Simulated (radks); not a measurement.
Problem. The mean radii <r> (bohr) of the occupied orbitals of an atom or ion are listed with their occupations. All-electron calculation, non-relativistic Kohn-Sham, PBE, spin-polarised, spherical densities, point nucleus. Program: a radial shooting solver on a logarithmic mesh with Libxc functionals.

orbital  occ.      <r>
1s up       1  0.08838

Name the element and its charge. Open shells, if any, are filled with parallel spins first.

Solution. Z = 17, chlorine, charge +16: Cl16+ in 1s1. The 1s radius gives Z: for a bare nucleus <r> = 1.5/Z, 0.08824 bohr for Z = 17, and the self-interaction of the functional makes it slightly larger (0.08838 here). The occupations add up to 1, and the charge is Z minus that.
